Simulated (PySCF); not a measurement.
C5H8NP.
Atom-mapped SMILES: `[CH3:1][CH2:2][c:3]1[nH:4][cH:5][cH:6][p:7]1` (hydrogens: H8, H9, H10 on C1; H11, H12 on C2; H13 on N4; H14 on C5; H15 on C6)

Torsions of this conformer, `[CH3:1][CH2:2][c:3]1[nH:4][cH:5][cH:6][p:7]1`: C1–C2–C3–N4 73°.

The closed-shell ground state was solved at several levels (PySCF, density fitting, gas phase, non-relativistic). Isolated species at its PBE0-D3(BJ)/def2-SVP geometry (one conformer only).

| level | basis functions | HOMO (eV) | LUMO (eV) | gap (eV) | dipole (D) |
| --- | --- | --- | --- | --- | --- |
| B3LYP/pcSseg-1 | 166 | -5.89 | -0.25 | 5.64 | 3.40 |
| CAM-B3LYP/def2-SVPD | 208 | -7.27 | 0.86 | 8.13 | 3.42 |

Problem. What might PBE0/pcSseg-1 (166 basis functions) give for the same quantities?

Solution. HOMO -6.13 eV, LUMO -0.08 eV, gap 6.05 eV, dipole 3.52 D.

Problem. Over all these levels, which gives the widest orbital gap and which the narrowest?

Solution. CAM-B3LYP/def2-SVPD (range-separated hybrid) has the widest, 8.13 eV, and B3LYP/pcSseg-1 (global hybrid, 20 % exact exchange) the narrowest, 5.64 eV. Functional and basis both differ between the two, so the spread mixes both effects.

Problem. How far do the dipole and the HOMO energy spread over the levels?

Solution. The dipole runs from 3.40 to 3.52 D (mean 3.45 D) and the HOMO from -7.27 to -5.89 eV.
